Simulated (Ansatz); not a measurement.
B₄F⁻, relaxed as a triplet with UKS PBE-D4/def2-SVPD in Ansatz, starting from the PBE-D4/def2-SVPD geometry of the charge -1 singlet. Force threshold 0.02 eV/Å.

The highest occupied level of the charge -1 triplet lies above zero (up to 0.61 eV). It is a level of α spin, whose loss leaves a doublet; that state wasn't run at this geometry and level. The electron is either unbound and held by the finite basis, or the level is raised by self-interaction error. At PBE-D4/def2-SVPD a singlet of charge -1 lies 0.70 eV below the triplet, each at its own geometry. That singlet is doubtful there (restricted singlet, unstable towards broken spin symmetry at other levels and untested here). The structure comes from a short search, and lower isomers may exist.

Start:

```xyz
5

B     0.790    0.184    0.018
B    -0.718    0.617   -0.402
B    -1.808   -0.422   -0.041
B    -0.387   -0.875    0.378
F     2.123    0.495    0.048
```

| step | energy (eV) | largest force component (eV/Å) | SCF passes |
| --- | --- | --- | --- |
| 1 | -5408.4937 | 2.731 | 40 |
| 2 | -5408.6260 | 1.005 | 32 |
| 3 (rejected) | -5408.2269 | 2.016 | 38 |
| 4 | -5408.6615 | 0.108 | 34 |
| 5 | -5408.6620 | 0.015 | 36 |

Force components are those of the run's own axes.

End:

Cartesian coordinates in Å:
```
B 0.7860 0.1833 0.0176
B -0.7004 0.6588 -0.4206
B -1.8500 -0.4315 -0.0415
B -0.3541 -0.9047 0.3970
F 2.1185 0.4941 0.0475
```

By distances, no bond broke or formed. The bond that changes most is B2–B4, from 1.72 to 1.80 Å (atoms count from 1).

No frequencies were taken in this run, so the end may be a saddle point.

Run time 7 s (4 threads of Arm Neoverse V1 on a shared host).
